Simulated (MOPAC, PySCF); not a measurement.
H3B, SMILES `B`, neutral singlet in the gas phase. 

Z-matrix (Å, degrees):
```
B
H 1 1.1884
H 1 1.1884 2 120.00
H 1 1.1884 2 120.00 3 179.91
```
Charge 0, spin multiplicity 1.

All levels are single points at this geometry (CAM-B3LYP-D3(BJ)/def2-TZVP); Pople sets use spherical d functions. Orbital energies aren't observables, and empty levels follow the basis.

B3LYP/3-21G in PySCF gives gap (eV) = 7.70.

### Question
Estimate the gap (eV) from each of these levels: CAM-B3LYP-D3(BJ)/def2-TZVP in PySCF; PBE-D3(BJ)/def2-TZVP in PySCF; B3LYP/6-311+G** in PySCF; M06-2X/6-31G* in PySCF; SVWN5/6-31G* in PySCF; HF/6-31G* in PySCF; HF/STO-3G in PySCF; PM3 in MOPAC.

### Answer

```csv
level,gap (eV)
CAM-B3LYP-D3(BJ)/def2-TZVP in PySCF,10.58
PBE-D3(BJ)/def2-TZVP in PySCF,5.44
B3LYP/6-311+G** in PySCF,7.51
M06-2X/6-31G* in PySCF,10.65
SVWN5/6-31G* in PySCF,5.28
HF/6-31G* in PySCF,15.94
HF/STO-3G in PySCF,19.11
PM3 in MOPAC,13.70
```
